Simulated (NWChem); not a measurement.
# BHOF cation; SMILES [OH+]=BF

```xyz
4

O      0.0003    -1.1863     0.0000
B     -0.0002     0.0383     0.0000
F      0.0001     1.2788     0.0000
H     -0.0039    -2.1552     0.0000
```
Atoms are numbered in this order, from 1.

All runs: NWChem. All runs use the structure optimised with PBE0/def2-SVP. Core excitations by TDA in a window of 1s orbitals, non-relativistic and unshifted: absolute energies depend strongly on the exact-exchange share.

### Question
What does the run give for O K edge, PBE/cc-pVTZ? Quantities: first 1s excitation (eV); dipole oscillator strength of the first; first state with f > 0.002 (eV); dipole oscillator strength of that state.

### Answer
The first 1s excitation (eV) is 512.7. The dipole oscillator strength of the first is 0.0009. The first state with f > 0.002 (eV) is 513.1 and the dipole oscillator strength of that state is 0.0159.
